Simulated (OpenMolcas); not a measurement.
Pr3+ among 8 point charges of -1 e arranged as a cube (Oh).

* Program: OpenMolcas
* Method: SS-CASPT2, IPEA 0.25 Eh, imaginary shift 0.1 Eh (closed shells correlated: 5s 5p)
* Basis: ANO-RCC-VTZP [8s7p5d3f2g1h]
* Scalar Hamiltonian: DKH2, point nucleus
* Active space: 2 electrons in 7 orbitals (4f)
* State averaging: 2S+1 = 3 even, 21 roots; 2S+1 = 1 even, 27 roots kept (CI in the orbitals of an earlier block)
* Spin-orbit coupling: state interaction with AMFI integrals over the reference wave functions

All point charges move together. At R = 2.49 Å the width of the lowest J multiplet is 267 cm-1, and at R = 2.64 Å it is 171 cm-1.

A third run gives 110 cm-1. What distance was it run at?

With a power law R^-n the two known points give n = -ln(171 / 267) / ln(2.64 / 2.49) = 7.62. Then R = 2.49 × (267 / 110)^(1/7.62) = 2.797 Å. The run was at 2.91 Å, so the estimate is off by -0.113 Å.

Roots that are degenerate in the reference are averaged as groups; the widest CASPT2 spread within a group is 330 cm-1 (the 3-fold group of multiplicity 1 near 23300 cm-1 above the lowest state of its run, R = 2.91). Shifts and gaps below about the spread of the groups concerned are not significant. This is an electrostatic model: the charges have no orbitals. A group larger than the point group allows holds several states that coincide in this model. No measured value stands beside these numbers.
